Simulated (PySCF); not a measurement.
# TDDFT excited states: C7H5BrO

4-bromobenzaldehyde, C7H5BrO.
SMILES: `c1cc(C=O)ccc1Br`

The calculation used TDDFT B3LYP/def2-SVPD, vertical, gas phase, core orbitals frozen in the response (PySCF 2.14.0, density-fitted response routines). Geometry: PBE0-D3(BJ)/def2-SVP, one conformer, isolated molecule. The B3LYP/def2-SVPD calculation is non-relativistic and has no spin–orbit coupling, an omission that weighs most on bromine. Torsions of this conformer, `[O:1]=[CH:2][c:3]1[cH:4][cH:5][c:6]([Br:7])[cH:8][cH:9]1`: O1–C2–C3–C4 0°.

```json
{"state": "S1", "λ (nm)": "338.6", "E (eV)": "3.66", "f": "0.0001", "|μ| (D)": "0.10", "symmetry": "–", "main configurations (H = HOMO, L = LUMO)": "H-1→L (96%)"}
{"state": "S2", "λ (nm)": "267.8", "E (eV)": "4.63", "f": "0.364", "|μ| (D)": "4.55", "symmetry": "A′", "main configurations (H = HOMO, L = LUMO)": "H→L (93%)"}
{"state": "S3", "λ (nm)": "263.4", "E (eV)": "4.71", "f": "0.015", "|μ| (D)": "0.92", "symmetry": "A′", "main configurations (H = HOMO, L = LUMO)": "H-2→L (70%), H→L+1 (26%)"}
{"state": "S4", "λ (nm)": "236.7", "E (eV)": "5.24", "f": "0.0000", "|μ| (D)": "0.02", "symmetry": "–", "main configurations (H = HOMO, L = LUMO)": "H-3→L (99%)"}
{"state": "S5", "λ (nm)": "229.8", "E (eV)": "5.40", "f": "0.0000", "|μ| (D)": "0.05", "symmetry": "–", "main configurations (H = HOMO, L = LUMO)": "H-1→L+1 (100%)"}
{"state": "S6", "λ (nm)": "220.5", "E (eV)": "5.62", "f": "0.0003", "|μ| (D)": "0.11", "symmetry": "–", "main configurations (H = HOMO, L = LUMO)": "H→L+2 (98%)"}
```

The lowest singlet comes at 339 nm (353 kJ/mol) in the ultraviolet; it is dark (f under 0.0005); its leading configuration is HOMO-1→LUMO (96%). The most intense listed level is S2 at 4.63 eV (268 nm, f = 0.364), 0.97 eV above S1. Löwdin shares by element: HOMO carbon 40% or more, bromine 34% (atoms not listed hold the other 26%); LUMO carbon 45% or more, oxygen 19% (atoms not listed hold the other 36%). Orbital energies (eV): HOMO-3 -8.43, HOMO-2 -7.97, HOMO-1 -7.54, HOMO -7.33, LUMO -2.41, LUMO+1 -1.28, LUMO+2 -0.63. Of the 6 states listed, 2 reach f = 0.01 and 4 stay under 0.0005. Weighted by f, the mean energy of these states is 4.63 eV. Symmetry labels in Cs follow from the direction of the transition dipole and are given only for states with f of 0.002 or more. The window holds the lowest 6 singlets.
